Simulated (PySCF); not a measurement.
Several orderings of computed values.

Each SMILES stands for a single optimised conformer of the isolated species, non-relativistic unless stated; the electronic structure was computed with PySCF and density fitting.

Dipoles, sizes and rotational constants follow the conformer. The torsions of the flexible species, by atom-mapped SMILES:
- `[CH3:1][O:2][C@H:3]1[CH:4]=[CH:5][P@@:6]([CH3:7])(=[O:8])[CH:9]=[CH:10]1`: C1–O2–C3–C4 79°
- `[cH:1]1[cH:2][cH:3][c:4](-[c:5]2[cH:6][s:7][n:8][n:9]2)[cH:10][cH:11]1`: C3–C4–C5–C6 180°
- `[CH3:1][S:2]/[C:3]([CH3:4])=[CH:5]/[C:6]([CH3:7])=[O:8]`: C1–S2–C3–C4 -179°, C3–C5–C6–C7 -179°
- `[CH2:1]=[CH:2][C:3](=[O:4])[O:5][C@H:6]([CH3:7])[C:8]([F:9])([F:10])[F:11]`: C1–C2–C3–O4 -1°, C2–C3–O5–C6 -178°, C3–O5–C6–C7 -130°, O5–C6–C8–F9 -54°
- `[CH2:1]=[C:2]([CH3:3])[P@:4]1(=[N:5][CH3:6])[CH:7]=[CH:8][CH:9]=[C:10]1[F:11]`: C1–C2–P4–N5 21°
- `[CH3:1][CH:2]([CH3:3])[N:4]([SiH3:5])[CH:6]([CH3:7])[CH3:8]`: C1–C2–N4–Si5 50°, C2–N4–C6–C7 65°
- `[F:1][C:2]([F:3])([F:4])[O:5][C:6]1=[CH:7][CH+:8][CH2:9][CH:10]=[CH:11]1`: F1–C2–O5–C6 180°, C2–O5–C6–C7 0°
- `[CH2:1]=[CH:2][C@@H:3]1[CH2:4][P@:5]1(=[O:6])[CH2:7][C:8]([CH3:9])=[O:10]`: C1–C2–C3–C4 13°, C4–P5–C7–C8 85°, P5–C7–C8–C9 161°

The conformers of `OCCCPc1ccco1` aren't listed.

(1) Rank by HOMO–LUMO gap, lowest first (PBE0/pcSseg-1 at GFN2-xTB geometries).
A. `OCCCPc1ccco1`
B. `C=CC#CC#N`
C. `C(C)(C)N([SiH3])C(C)C`
D. `CS/C(C)=C/C(C)=O`
E. `CO[C@H]1C=C[P@@](C)(=O)C=C1`
F. `C=C(C)[P@]1(=NC)C=CC=C1F`
G. `c1ccc(-c2csnn2)cc1`
H. `C=CC(=O)O[C@H](C)C(F)(F)F`

(2) By how much do the two ends of that ranking differ?

(3) Rank by HOMO energy, highest first (PBE0/pcSseg-1 at GFN2-xTB geometries).
A. `C(F)(F)([C@H](OC(C=C)=O)C)F`
B. `C1=CC=C(C2=CSN=N2)C=C1`
C. `FC(F)(F)OC1=C[CH+]CC=C1`
D. `C=C(C)[P@]1(=NC)C=CC=C1F`
E. `CO[C@H]1C=C[P@@](C)(=O)C=C1`
F. `C=CC#CC#N`
G. `C=C[C@@H]1C[P@]1(=O)CC(C)=O`

(4) Rank by smallest rotational constant, highest first (GFN2-xTB).
A. `C=C(C)[P@]1(=NC)C=CC=C1F`
B. `C=CC(=O)O[C@H](C)C(F)(F)F`
C. `CC(C)N([SiH3])C(C)C`
D. `C(C#N)#CC=C`
E. `C=C[C@@H]1C[P@]1(=O)CC(C)=O`
F. `c1ccc(-c2csnn2)cc1`

(5) Give the two extremes of that set in cm⁻¹.

(6) Rank by dipole moment, lowest first (PBE0/pcSseg-1 at GFN2-xTB geometries).
A. `C=C(C)[P@]1(=NC)C=CC=C1F`
B. `[SiH3]N(C(C)C)C(C)C`
C. `C=CC#CC#N`
D. `C=CC(=O)O[C@H](C)C(F)(F)F`
E. `C=C[C@@H]1C[P@]1(=O)CC(C)=O`
F. `c1(nnsc1)-c1ccccc1`

(7) By how much do the two ends of that ranking differ?

Results:

(1) F (4.25 eV), G (5.17 eV), D (5.36 eV), B (5.57 eV), A (6.21 eV), E (6.49 eV), H (6.86 eV), C (7.04 eV).

(2) By 2.79 eV, between `CC(C)N([SiH3])C(C)C` and `C=C(C)[P@]1(=NC)C=CC=C1F`.

(3) D (-6.13 eV), G (-6.59 eV), B (-6.95 eV), E (-7.59 eV), F (-7.88 eV), A (-8.56 eV), C (-13.52 eV).

(4) D (1.353 GHz), C (1.136 GHz), A (0.797 GHz), E (0.684 GHz), B (0.593 GHz), F (0.469 GHz).

(5) `c1ccc(-c2csnn2)cc1`: 0.0157 cm⁻¹; `C=CC#CC#N`: 0.0451 cm⁻¹.

(6) B (1.10 D), D (2.64 D), A (3.10 D), F (3.35 D), E (4.83 D), C (5.13 D).

(7) By 4.03 D, between `C=CC#CC#N` and `CC(C)N([SiH3])C(C)C`.
